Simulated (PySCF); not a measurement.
Several orderings of computed values.

All species are isolated and taken at one optimised geometry, non-relativistic unless stated; the electronic structure was computed with PySCF and density fitting.

Dipoles, sizes and rotational constants follow the conformer. The torsions of the flexible species, by atom-mapped SMILES:
- `[CH3:1][Si:2]([CH3:3])([CH3:4])[c:5]1[n:6][cH:7][cH:8][cH:9][p:10]1`: C1–Si2–C5–N6 121°
- `[O:1]=[C:2]([Cl:3])/[C:4]([SiH3:5])=[CH:6]/[C:7]([F:8])([F:9])[F:10]`: O1–C2–C4–Si5 126°, C4–C6–C7–F8 166°
- `[OH:1][CH2:2][C:3]([SiH3:4])([SiH3:5])[CH2:6][CH2:7][F:8]`: O1–C2–C3–Si4 159°, C2–C3–C6–C7 -74°, C3–C6–C7–F8 -73°, H–O1–C2–C3 -170°
- `[CH3:1][SiH2:2][CH2:3][SiH2:4][S:5][SiH2:6][CH3:7]`: C1–Si2–C3–Si4 177°, Si2–C3–Si4–S5 63°, C3–Si4–S5–Si6 -175°, Si4–S5–Si6–C7 175°
- `[CH2:1]=[CH:2][SiH2:3][N:4]([SiH3:5])[SiH2:6][S:7][SiH3:8]`: C1–C2–Si3–N4 102°, C2–Si3–N4–Si5 77°, Si3–N4–Si6–S7 66°, N4–Si6–S7–Si8 56°
- `[CH3:1][SiH2:2][S:3][Si@@H:4]1[NH:5][CH2:6][Si@@H:7]1[SiH3:8]`: C1–Si2–S3–Si4 177°, Si2–S3–Si4–N5 30°
- `[O:1]=[C:2]([O-:3])[c:4]1[cH:5][c:6](=[O:7])[cH:8][cH:9][o:10]1`: O1–C2–C4–C5 0°

The conformers of `[SiH3]C[SiH2]N1[SiH2]CS[SiH2]1`, `C[C@H](O)C[SiH2][SiH2]CF`, `CN1C[Si@@H](S)[Si@@H]([SiH3])[SiH2]1` and `CCCN[SiH2][SiH2]N` aren't listed.

Question: Rank by dipole moment, highest first (PBE0/pcSseg-1 at GFN2-xTB geometries).
A. `O=C(Cl)/C([SiH3])=C/C(F)(F)F`
B. `OCC([SiH3])([SiH3])CCF`
C. `C=C[SiH2]N([SiH3])[SiH2]S[SiH3]`
D. `C[SiH2]S[Si@@H]1NC[Si@@H]1[SiH3]`
E. `c1cnc(pc1)[Si](C)(C)C`
F. `C([SiH2]S[SiH2]C)[SiH2]C`

Answer: B (3.03 D), D (2.07 D), C (1.58 D), E (1.29 D), A (1.06 D), F (0.73 D).

Q: Give the two extremes of that set in atomic units.

A: `C[SiH2]C[SiH2]S[SiH2]C`: 0.29 au; `OCC([SiH3])([SiH3])CCF`: 1.19 au.

Question: Rank by smallest rotational constant, highest first (GFN2-xTB).
A. `C=C[SiH2]N([SiH3])[SiH2]S[SiH3]`
B. `O=C1C=COC(C(=O)[O-])=C1`
C. `[Si@H]1(S[SiH2]C)[Si@H](CN1)[SiH3]`
D. `O=C(Cl)/C([SiH3])=C/C(F)(F)F`
E. `OCC([SiH3])([SiH3])CCF`

Answer: E (0.856 GHz), B (0.732 GHz), A (0.581 GHz), D (0.497 GHz), C (0.425 GHz).

Q: Give the two extremes of that set in cm⁻¹.

A: `C[SiH2]S[Si@@H]1NC[Si@@H]1[SiH3]`: 0.0142 cm⁻¹; `OCC([SiH3])([SiH3])CCF`: 0.0285 cm⁻¹.

Question: Rank by HOMO–LUMO gap, highest first (PBE0/pcSseg-1 at GFN2-xTB geometries).
A. `C[Si](C)(C)c1ncccp1`
B. `C[SiH2]C[SiH2]S[SiH2]C`
C. `[SiH3]C[SiH2]N1[SiH2]CS[SiH2]1`
D. `CN1C[Si@@H](S)[Si@@H]([SiH3])[SiH2]1`
E. `C=C[SiH2]N([SiH3])[SiH2]S[SiH3]`
F. `C[SiH2]S[Si@@H]1NC[Si@@H]1[SiH3]`
G. `[SiH2]([SiH2]C[C@@H](O)C)CF`

Answer: G (7.93 eV), B (7.45 eV), C (6.72 eV), E (6.41 eV), F (6.02 eV), D (5.37 eV), A (4.76 eV).

Question: Rank by HOMO energy, highest first (PBE0/pcSseg-1 at GFN2-xTB geometries).
A. `C=C[SiH2]N([SiH3])[SiH2]S[SiH3]`
B. `C[C@H](O)C[SiH2][SiH2]CF`
C. `C(CN[SiH2][SiH2]N)C`
D. `OCC([SiH3])([SiH3])CCF`

Answer: C (-6.56 eV), A (-7.22 eV), B (-7.79 eV), D (-8.04 eV).

Q: Give the two extremes of that set in hartree.

A: `OCC([SiH3])([SiH3])CCF`: -0.296 Eh; `CCCN[SiH2][SiH2]N`: -0.241 Eh.
